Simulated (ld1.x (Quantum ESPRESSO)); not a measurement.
What one change does to a pseudopotential (Mo, TM)

* Element: Mo
* Generator: ld1.x (Quantum ESPRESSO) 7.5
* Type: norm-conserving Troullier–Martins (Kleinman–Bylander form)
* Functional: PBEsol
* Relativity: scalar-relativistic
* Frozen core: [Ar] 3d10 4s2
* Valence charge: 12
* Reference configuration: 4p6 4d5 5s1 5p0
* Partial waves: 5s (bound): rc 3.00 bohr; 4p (bound): rc 1.35 bohr; 4d (bound): rc 2.10 bohr
* Local potential: all-electron potential smoothed inside 2.80 bohr (lloc = -1)
* Core correction: Bessel-smoothed model core, default radius (core density twice the valence density)

All-electron outer shells of the reference configuration (PBEsol, scalar-relativistic, ld1.x):

```tsv
shell	level (eV)	outermost node (bohr)	outermost maximum (bohr)
3d	-220.99	–	0.32
4s	-64.30	0.51	0.99
4p	-38.46	0.52	1.06
5s	-4.12	1.34	2.93
4d	-3.77	0.53	1.38
5p	-1.01	1.54	4.05
```

Change: fully relativistic.

Cutoffs: the cutoffs (Ry, on a coarse ladder) from which the occupation-weighted sum of valence levels, in a spherical-Bessel basis at the reference potential, stays within 10 and 1 mRy of its value at 400 Ry; they do not see the model core or the augmentation charge, which bear on the density cutoff. Errors are all-electron minus pseudo energies relative to the spin-unpolarised reference configuration.

Task: Predict the effect on cutoff, ghosts and configuration errors.

Result: The potential gets neither clearly harder nor softer (60 Ry and 110 Ry → 60 Ry and 110 Ry); of the 7 tests that both files solve, the error grows in 0 and shrinks in 2 by more than 15 % and 0.3 meV (median size 17.0 → 15.3 meV); neither file shows a bound ghost.

| quantity | base | changed |
| --- | --- | --- |
| cutoff, loose | 60 Ry | 60 Ry |
| cutoff, tight | 110 Ry | 110 Ry |
| bound ghosts | none | none |
| error for 4p6 4d5 5s0 5p0, meV [ΔE 6.90 eV] | -13 | -11 |
| error for 4p6 4d4 5s0 5p0, meV [ΔE 22.36 eV] | -17 | -15 |
| error for 4p6 4d3 5s0 5p0, meV [ΔE 49.08 eV] | -78 | -75 |
| error for 4p6 4d5 5s0.5 5p0, meV [ΔE 2.74 eV] | -2.8 | -2.2 |
| error for 4p6 4d2 5s0 5p0, meV [ΔE 88.56 → 88.55 eV] | -204 | -197 |
| error for 4p6 4d5.5 5s0.5 5p0, meV [ΔE 0.29 eV] | -7.9 | -6.9 |
| error for 4p6 4d4 5s2 5p0, meV [ΔE 0.18 eV] | -26 | -28 |
| s: phases at 3.26 bohr within 0.05 rad from the reference energy up to (Ry; the scan ends near 5) | n/a | n/a |
